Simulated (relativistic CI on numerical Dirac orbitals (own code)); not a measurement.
**Hyperfine structure of Kr¹³⁺, mass number 83**

Calculated at this level of theory: Dirac-Coulomb-Breit CI, KLI orbitals optimised for each configuration, model QED, unscaled Slater integrals (own radial code, finite nucleus).

CI space (outside the closed core [Ne]): 3s²3p⁶3d⁵, 3s²3p⁵3d⁶, 3s²3p⁴3d⁷, 3s3p⁶3d⁶, 3p⁶3d⁷, 3s²3p⁶3d⁴4s, 3s²3p⁶3d⁴4p, 3s3p⁵3d⁷, 3s²3p⁶3d⁴4d, 3s²3p⁶3d³4s², 3s²3p⁶3d⁴4f, 3s²3p⁶3d³4s4p, 3s²3p⁶3d⁴5s, 3s²3p⁶3d³4p², 3s²3p⁶3d⁴5p, 3s²3p⁶3d³4s4d. Levels of other configurations are missing.

Nuclear spin I = 9/2, μ = -0.97073 μN, Q = 0.259 b (tables of Stone and Pyykkö). The electronic factors are computed for point nuclear moments, without core polarisation or the Bohr-Weisskopf and QED corrections.

```tsv
Level	E (eV)	A (MHz)	B (MHz)
3s²3p⁶3d⁵ ⁴G5/2	9.7147	-638.5	484
3s²3p⁶3d⁵ ⁴G11/2	9.9943	-608.5	-3.7
3s²3p⁶3d⁵ ⁴G7/2	9.9988	-617.6	248
3s²3p⁶3d⁵ ⁴G9/2	10.0918	-579.6	196
3s²3p⁶3d⁵ ⁴P3/2	10.2765	-477.5	453
3s²3p⁶3d⁵ ⁴P1/2	10.5533	473.3	
3s²3p⁶3d⁵ ⁴D7/2	11.8343	-387.5	297
3s²3p⁶3d⁵ ⁴D1/2	12.2519	-1516
```

Levels with J = 0, under 50 % of one LS term, or S terms without an open s electron are left out. Small factors come from cancelling terms and can be off by tens of per cent or more.

At this charge energies of transitions that change n are usually good to better than 1 %, and those within a shell (Δn = 0) to a few per cent. Terms inside the open d or f shell come out 10 to 20 % too wide with unscaled integrals.

Q: Give the hyperfine levels of 3s²3p⁶3d⁵ ⁴G5/2 relative to its centre of gravity.

A: With K = F(F + 1) − I(I + 1) − J(J + 1), E = AK/2 + B[¾K(K + 1) − I(I + 1)J(J + 1)]/[2I(2I − 1)J(2J − 1)]: F = 2: 9001, F = 3: 6940, F = 4: 4249, F = 5: 976.1, F = 6: -2819, F = 7: -7062 MHz.

LS names give the leading component of a level, which can be under half, so a name can repeat, a term be missing and a line seem to break the LS rules.
